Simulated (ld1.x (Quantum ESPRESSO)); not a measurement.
## How hard is this nitrogen TM potential?

```
Element                 : N (Z = 7)
Generator               : ld1.x (Quantum ESPRESSO) 7.5
Type                    : norm-conserving Troullier–Martins (Kleinman–Bylander form)
Functional              : LDA (PZ)
Relativity              : fully relativistic
Frozen core             : [He]
Valence charge          : 5
Reference configuration : 2s2 2p3
Partial waves           : 2s (bound): rc 0.85 bohr; 2p (bound): rc 1.55 bohr; 3d channel at 0.1 Ry: rc 1.20 bohr
Local potential         : all-electron potential smoothed inside 1.50 bohr (lloc = -1)
Core correction         : a·sin(br)/r model core inside 0.45 bohr
```

Open shells are filled in proportion to 2j + 1 (rel_dist='average').

The pseudo-atom Hamiltonian at the reference potential is diagonalised in spherical Bessel functions j_l(qr) that vanish at 20 bohr, with q² up to the cutoff. All-electron valence levels (Ry): 2s -1.3540, 2p1/2 -0.5332, 2p3/2 -0.5318.

How do the lowest levels (Ry) of each channel move with the cutoff, and are there ghosts?

| cutoff (Ry) | s #1 | s #2 | p1/2 #1 | p3/2 #1 | d3/2 #1 | d3/2 #2 | d5/2 #1 | f #1 | f #2 | Σ f·Δε (mRy) |
| --- | --- | --- | --- | --- | --- | --- | --- | --- | --- | --- |
| 8 | -1.1858 | -0.0031 | -0.1242 | -0.1242 | 0.0776 | 0.1834 | 0.0776 | 0.1198 | 0.2598 | 1561.4 |
| 18 | -1.2400 | -0.0048 | -0.3261 | -0.3256 | 0.0776 | 0.1833 | 0.0776 | 0.1198 | 0.2598 | 848.1 |
| 40 | -1.3392 | -0.0082 | -0.5203 | -0.5190 | 0.0776 | 0.1833 | 0.0776 | 0.1198 | 0.2598 | 68.8 |
| 60 | -1.3515 | -0.0086 | -0.5330 | -0.5316 | 0.0776 | 0.1833 | 0.0776 | 0.1198 | 0.2598 | 6.4 |
| 110 | -1.3529 | -0.0087 | -0.5333 | -0.5319 | 0.0776 | 0.1833 | 0.0776 | 0.1198 | 0.2598 | 2.7 |
| 180 | -1.3542 | -0.0087 | -0.5333 | -0.5319 | 0.0776 | 0.1833 | 0.0776 | 0.1198 | 0.2598 | 0.1 |
| 400 | -1.3542 | -0.0087 | -0.5333 | -0.5319 | 0.0776 | 0.1833 | 0.0776 | 0.1198 | 0.2598 | 0.0 |

Result: no extra level below or beside the all-electron valence levels (s, p1/2, p3/2, d3/2, d5/2, f tested); 10 mRy is reached at 55 Ry and 1 mRy at 140 Ry.

Its largest configuration-test error is +531 meV.
